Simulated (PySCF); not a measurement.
BrCl₂H₂NSi, SMILES N[Si](Cl)(Cl)Br. Atoms are numbered in the order given.

```xyz
7

N     -0.9512     1.9418     0.0000
Si    -0.5104     0.2990     0.0000
Cl    -1.2839    -0.5718    -1.6965
Cl    -1.2839    -0.5718     1.6965
Br     1.6904    -0.0952     0.0000
H     -0.8532     2.4973    -0.8445
H     -0.8532     2.4973     0.8445
```
Charge 0, spin multiplicity 1.

Coordinates come from a B3LYP-D3(BJ)/def2-SVP optimisation. This is a generated structure with no PubChem entry under its InChIKey; it may be hypothetical. Other conformers were not sampled.

Calculation: PBE0/def2-TZVP (PySCF).

Symmetry labels are those of the subgroup Cs that the program uses (full group Cs).

Problem. List the valence orbital energies around the gap with their symmetry. (An estimate is asked for; the answer gives what the named calculation found.)

Solution. 
```
orbital  symmetry  energy (eV)
-------  --------  -----------
HOMO−7         A'       -11.62
HOMO−6         A'       -10.08
HOMO−5         A"        -9.86
HOMO−4         A'        -9.70
HOMO−3         A"        -9.50
HOMO−2         A'        -9.09
HOMO−1         A"        -8.61
HOMO           A'        -8.21
LUMO           A'        -0.46
LUMO+1         A'         0.59
LUMO+2         A"         0.75
LUMO+3         A'         1.25
```
